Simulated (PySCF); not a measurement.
Structure from 2D NMR

Compound of formula C6H10OSi. Correlations simulated from computed shifts and the bond graph:

HSQC (one-bond C–H):
```csv
δH,δC
7.18,171.4
6.37,151.5
5.18,112.9
5.12,112.9
4.75,93.5
4.53,78.8
0.34,-1.8
```

COSY cross peaks (H two or three bonds apart, from the bond graph; peaks can be absent where the dihedral angle is near 90°):
```csv
δH,δH
7.18,4.75
6.37,5.18
6.37,5.12
6.37,4.53
5.18,5.12
4.88,4.75
4.88,4.53
4.88,0.34
```

HMBC (two and three bonds, from the bond graph):
```csv
δH,δC
7.18,"93.5, 78.8"
6.37,"112.9, 78.8"
5.18,"151.5, 78.8"
5.12,"151.5, 78.8"
4.88,"171.4, 151.5, 93.5, 78.8, -1.8"
4.75,"171.4, 78.8, -1.8"
4.53,"171.4, 151.5, 112.9, 93.5, -1.8"
0.34,"93.5, 78.8"
```

PySCF calculation with PBE0/pcSseg-1 with gauge-including orbitals and coordinates at the GFN2-xTB level; one averaged value for each set of equivalent atoms, in vacuum, non-relativistic, a single conformation.

Scale: ¹H and ¹³C vs TMS (reference shieldings calculated alike).

Exchangeable hydrogens are left out of these lists.

Assemble the structure.

## Answers

`C=C[C@@H]1OC=C[Si@H]1C`.

Atoms are numbered as in `[CH2:1]=[CH:2][C@@H:3]1[O:4][CH:5]=[CH:6][Si@H:7]1[CH3:8]` (H(Xn): hydrogen on atom n). Ha(C1) is cis to C3; Hb(C1) is trans to C3.

1. δC 171.4 is C5, an alkene carbon bearing oxygen (δH 7.18).
2. δC 151.5 is C2, an alkene CH (δH 6.37).
3. δC 112.9 is C1, a terminal =CH2 carbon (δH 5.18, 5.12).
4. δC 93.5 is C6, a β carbon of an enol-ether or enamine type C=C (δH 4.75).
5. δC 78.8 is C3, an allylic sp3 CH bonded to O and Si (δH 4.53).
6. δC -1.8 is C8, a methyl carbon bonded to Si (δH 0.34).
7. COSY links 7.18–4.75, 6.37–5.18, 6.37–5.12, 6.37–4.53, 5.18–5.12, 4.88–4.75.

The data come from this structure; uniqueness wasn't tested.

Shifts are as computed. Against solution values, carbons near 30 ppm lie about +3 ppm off and those near 130 ppm about +5 ppm. Of 1211 compounds with measured shifts, 218 miss one by over three times the rms of a fit or turn the order of signals round; such compounds aren't used in these exercises.
